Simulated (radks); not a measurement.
Species: Hg XXXVII. Configuration: [Ar] 3d10 4s1.75 4p6 4d8 5p0.25 (fractional occupations, a model configuration).

All-electron calculation, scalar-relativistic Kohn-Sham, MS2 meta-GGA, spin-polarised, spherical densities, finite nucleus; open shells are filled with parallel spins first (spin-orbit coupling, left out, can overturn this in heavy ions); meta-GGA in the generalised Kohn-Sham scheme; Fermi nuclear charge, rms radius 5.4648 fm. Program: a radial shooting solver on a logarithmic mesh with Libxc functionals.

Energy parts (eV):
part                       energy
total                  -513555.44
kinetic                 578668.27
electron-nucleus      -1210346.97
Hartree                 126519.17
exchange-correlation     -8395.91

Orbitals (lengths in bohr, moments of r in powers of bohr; r(max) is where P^2 peaks; r(90%) holds 90 % of the orbital's charge):
\begin{tabular}{lrrrrrr}
orbital & occ. & eigenvalue (eV) & <1/r> & r(90%) & r(max) & <r^2> \\ \hline
1s up & 1 & -84683.35 & 97.56 & 0.0303 & 0.01022 & 0.0003807 \\
1s down & 1 & -84682.86 & 97.56 & 0.0303 & 0.01022 & 0.0003807 \\
2s up & 1 & -16252.56 & 22.89 & 0.109 & 0.05911 & 0.005793 \\
2s down & 1 & -16250.57 & 22.90 & 0.109 & 0.05911 & 0.005793 \\
2p up & 3 & -14216.90 & 20.28 & 0.103 & 0.04908 & 0.004900 \\
2p down & 3 & -14214.98 & 20.28 & 0.103 & 0.04908 & 0.004899 \\
3s up & 1 & -4990.335 & 8.551 & 0.263 & 0.1661 & 0.03679 \\
3s down & 1 & -4989.858 & 8.552 & 0.263 & 0.1662 & 0.03677 \\
3p up & 3 & -4398.637 & 7.785 & 0.270 & 0.1657 & 0.03779 \\
3p down & 3 & -4397.647 & 7.786 & 0.269 & 0.1657 & 0.03776 \\
3d up & 5 & -3784.149 & 7.307 & 0.253 & 0.1351 & 0.03119 \\
3d down & 5 & -3781.974 & 7.306 & 0.253 & 0.1352 & 0.03118 \\
4s up & 1 & -2112.161 & 3.962 & 0.527 & 0.3616 & 0.1554 \\
4s down & 0.75 & -2104.276 & 3.958 & 0.527 & 0.3616 & 0.1556 \\
4p up & 3 & -1899.016 & 3.657 & 0.552 & 0.3755 & 0.1690 \\
4p down & 3 & -1891.502 & 3.652 & 0.553 & 0.3756 & 0.1693 \\
4d up & 5 & -1657.454 & 3.405 & 0.567 & 0.3721 & 0.1727 \\
4d down & 3 & -1650.243 & 3.402 & 0.567 & 0.3722 & 0.1731 \\
5p up & 0.25 & -1048.601 & 2.031 & 0.965 & 0.7058 & 0.5392 \\
5p down & 0 & -1044.371 & 2.032 & 0.966 & 0.7066 & 0.5396 \\
\end{tabular}

The highest occupied level is 5p up at -1048.6 eV. The spin density at the nucleus is 2533 e/bohr^3 (1s 4, 2s -29, 3s 4, 4s 2553). The electron density at the nucleus is 2.497e+06 e/bohr^3 (large components only). Summed over all electrons, <r^2> = 3.459 bohr^2, which gives a Langevin (diamagnetic) susceptibility term of -2.74 x 10^-6 cm^3/mol.
